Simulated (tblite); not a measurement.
C5H13BF2Si.
Bonds: C1–C2, C2–C3, C2–Si4, Si4–C5, C5–C6, C6–B7, B7–F8, B7–F9. Hydrogens: H10, H11, H12 on C1; H13 on C2; H14, H15, H16 on C3; H17, H18 on Si4; H19, H20 on C5; H21, H22 on C6.

Computed with GFN2-xTB (tblite), gas phase: L-BFGS steps from a force-field or distance-geometry start until the largest atomic force falls under 0.01 eV/Å.

Step 30: E = -812.2881 eV
```
atom  x, y, z in Å  |  force x, y, z in eV/Å
C1     -1.9674    1.2160    0.6248   -0.039  -0.018  -0.018
C2     -1.9110   -0.0102   -0.2845    0.110  -0.018  -0.050
C3     -2.9253   -1.0603    0.1700    0.014   0.051  -0.001
Si4    -0.1676   -0.7878   -0.3834    0.138  -0.029  -0.018
C5      1.2952    0.4432   -0.3256   -0.101  -0.013   0.041
C6      2.6261   -0.2914   -0.1000   -0.099  -0.009  -0.053
B7      3.9310    0.5917   -0.1573    0.086   0.053  -0.020
F8      5.1331    0.0476   -0.2532   -0.056   0.018   0.029
F9      3.9647    1.9101   -0.1384   -0.076  -0.065   0.014
H10    -2.9988    1.5441    0.7529    0.013   0.034  -0.004
H11    -1.3972    2.0399    0.1984   -0.007  -0.046   0.041
H12    -1.5625    0.9866    1.6092   -0.025   0.009  -0.014
H13    -2.1955    0.3043   -1.2939   -0.045   0.041   0.013
H14    -3.9400   -0.6927    0.0301   -0.044   0.005   0.029
H15    -2.8195   -1.9874   -0.3914    0.017   0.079   0.005
H16    -2.7875   -1.2830    1.2257    0.013  -0.032  -0.013
H17    -0.0957   -1.5105   -1.6675    0.034  -0.053   0.097
H18    -0.0085   -1.7206    0.7469    0.006   0.017  -0.051
H19     1.1640    1.1735    0.4751   -0.001   0.001  -0.084
H20     1.3443    1.0045   -1.2624    0.031  -0.023   0.125
H21     2.5819   -0.8102    0.8637    0.031   0.043  -0.046
H22     2.7257   -1.0880   -0.8407    0.002  -0.044  -0.025
```

Step 31: E = -812.2917 eV
```
atom  x, y, z in Å  |  force x, y, z in eV/Å
C1     -1.9689    1.2158    0.6236   -0.021  -0.028  -0.017
C2     -1.9084   -0.0111   -0.2852    0.096  -0.023  -0.038
C3     -2.9269   -1.0576    0.1701    0.012   0.064  -0.006
Si4    -0.1651   -0.7903   -0.3801    0.106  -0.080  -0.015
C5      1.2952    0.4410   -0.3225   -0.110  -0.012   0.015
C6      2.6276   -0.2897   -0.1017   -0.073  -0.026  -0.039
B7      3.9325    0.5918   -0.1562    0.056   0.068  -0.031
F8      5.1377    0.0571   -0.2510   -0.036  -0.030   0.031
F9      3.9595    1.9088   -0.1400   -0.072   0.028   0.019
H10    -3.0009    1.5468    0.7415    0.033   0.041  -0.011
H11    -1.3886    2.0372    0.2051   -0.027  -0.050   0.041
H12    -1.5759    0.9823    1.6122   -0.026   0.014  -0.018
H13    -2.1886    0.3020   -1.2967   -0.054   0.041   0.025
H14    -3.9396   -0.6772    0.0469   -0.031  -0.007   0.017
H15    -2.8369   -1.9791   -0.4045    0.021   0.091   0.035
H16    -2.7808   -1.2906    1.2233    0.019  -0.042  -0.048
H17    -0.0937   -1.5233   -1.6594    0.034  -0.034   0.104
H18    -0.0041   -1.7225    0.7507    0.000   0.023  -0.047
H19     1.1557    1.1735    0.4739    0.037   0.005  -0.064
H20     1.3454    0.9966   -1.2608    0.014   0.025   0.084
H21     2.5869   -0.8126    0.8584    0.025   0.005  -0.014
H22     2.7274   -1.0794   -0.8490   -0.003  -0.074  -0.023
```

Step 32: E = -812.2947 eV
```
atom  x, y, z in Å  |  force x, y, z in eV/Å
C1     -1.9704    1.2149    0.6223    0.007  -0.031  -0.010
C2     -1.9047   -0.0121   -0.2864    0.043  -0.014  -0.014
C3     -2.9280   -1.0543    0.1699    0.011   0.058  -0.007
Si4    -0.1613   -0.7936   -0.3777    0.027  -0.092  -0.005
C5      1.2937    0.4387   -0.3197   -0.064  -0.009  -0.013
C6      2.6277   -0.2886   -0.1041   -0.017  -0.035  -0.025
B7      3.9342    0.5926   -0.1562   -0.011   0.054  -0.035
F8      5.1414    0.0646   -0.2485   -0.016  -0.061   0.030
F9      3.9541    1.9084   -0.1408   -0.060   0.102   0.021
H10    -3.0022    1.5503    0.7321    0.043   0.034  -0.022
H11    -1.3820    2.0341    0.2115   -0.030  -0.037   0.031
H12    -1.5874    0.9792    1.6141   -0.024   0.009  -0.012
H13    -2.1842    0.3009   -1.2984   -0.045   0.035   0.028
H14    -3.9398   -0.6650    0.0610   -0.003  -0.009   0.006
H15    -2.8508   -1.9705   -0.4147    0.021   0.084   0.044
H16    -2.7750   -1.2978    1.2203    0.024  -0.040  -0.069
H17    -0.0913   -1.5349   -1.6509    0.038  -0.033   0.079
H18    -0.0004   -1.7239    0.7529    0.000   0.010  -0.022
H19     1.1493    1.1738    0.4719    0.058   0.015  -0.022
H20     1.3467    0.9906   -1.2578   -0.010   0.069   0.022
H21     2.5918   -0.8143    0.8536    0.018  -0.024   0.010
H22     2.7282   -1.0738   -0.8560   -0.011  -0.084  -0.015
```

Step 33: E = -812.2970 eV
```
atom  x, y, z in Å  |  force x, y, z in eV/Å
C1     -1.9714    1.2136    0.6210    0.028  -0.021   0.001
C2     -1.9014   -0.0135   -0.2873   -0.015   0.004   0.007
C3     -2.9294   -1.0508    0.1697    0.005   0.033  -0.006
Si4    -0.1580   -0.7977   -0.3755   -0.048  -0.062   0.007
C5      1.2918    0.4364   -0.3180    0.004  -0.005  -0.033
C6      2.6280   -0.2882   -0.1069    0.031  -0.034  -0.015
B7      3.9357    0.5948   -0.1570   -0.072   0.032  -0.035
F8      5.1441    0.0696   -0.2455   -0.017  -0.058   0.029
F9      3.9495    1.9103   -0.1408   -0.043   0.118   0.019
H10    -3.0022    1.5545    0.7242    0.044   0.018  -0.033
H11    -1.3769    2.0305    0.2164   -0.017  -0.015   0.015
H12    -1.5969    0.9773    1.6156   -0.019  -0.001   0.000
H13    -2.1822    0.3003   -1.2988   -0.026   0.028   0.024
H14    -3.9409   -0.6554    0.0723    0.028  -0.007   0.000
H15    -2.8623   -1.9624   -0.4224    0.019   0.064   0.035
H16    -2.7706   -1.3054    1.2167    0.026  -0.029  -0.070
H17    -0.0891   -1.5437   -1.6428    0.042  -0.049   0.036
H18     0.0019   -1.7250    0.7546    0.003  -0.013   0.015
H19     1.1466    1.1741    0.4697    0.061   0.017   0.017
H20     1.3470    0.9872   -1.2551   -0.030   0.089  -0.026
H21     2.5970   -0.8156    0.8499    0.012  -0.035   0.014
H22     2.7292   -1.0713   -0.8616   -0.017  -0.073  -0.001
```

Task: Estimate the geometry and energy of step 34. (The exact step hangs on the optimiser's Hessian estimate; all steps are aligned on step 33, rigid shifts and turns removed.)

Result: E = -812.2992 eV, largest force 0.110 eV/Å
```
atom  x, y, z in Å  |  force x, y, z in eV/Å
C1     -1.9719    1.2119    0.6199    0.038  -0.002   0.013
C2     -1.8990   -0.0151   -0.2876   -0.056   0.021   0.019
C3     -2.9313   -1.0471    0.1694    0.000   0.003  -0.005
Si4    -0.1560   -0.8026   -0.3728   -0.089  -0.007   0.017
C5      1.2904    0.4341   -0.3173    0.057   0.001  -0.041
C6      2.6294   -0.2884   -0.1098    0.048  -0.025  -0.013
B7      3.9368    0.5984   -0.1581   -0.104   0.013  -0.032
F8      5.1459    0.0731   -0.2421   -0.038  -0.027   0.028
F9      3.9451    1.9144   -0.1404   -0.022   0.085   0.015
H10    -3.0012    1.5593    0.7157    0.036   0.002  -0.037
H11    -1.3721    2.0262    0.2205    0.008   0.010   0.001
H12    -1.6062    0.9756    1.6173   -0.011  -0.010   0.013
H13    -2.1811    0.2999   -1.2984   -0.008   0.021   0.015
H14    -3.9422   -0.6463    0.0831    0.050  -0.002  -0.002
H15    -2.8736   -1.9537   -0.4298    0.015   0.032   0.011
H16    -2.7664   -1.3142    1.2121    0.025  -0.015  -0.053
H17    -0.0868   -1.5519   -1.6348    0.044  -0.069  -0.009
H18     0.0037   -1.7264    0.7570    0.006  -0.036   0.050
H19     1.1463    1.1741    0.4680    0.059   0.007   0.039
H20     1.3461    0.9856   -1.2536   -0.044   0.085  -0.049
H21     2.6029   -0.8172    0.8467    0.005  -0.033   0.003
H22     2.7309   -1.0704   -0.8666   -0.018  -0.053   0.018
```

The energy changes by -0.0021 eV. The first-order estimate −F·Δx gives -0.0029 eV and the mean of the old and new forces, exact on a quadratic surface, -0.0022 eV. The step makes an angle of 73° with the force vector and moves no atom by more than 0.016 Å.

What follows is the cost of the whole relaxation. On one thread, Arm Neoverse N1 (aarch64), shared host with 64 logical CPUs at a one-minute load of 60, this took 1.9 s.
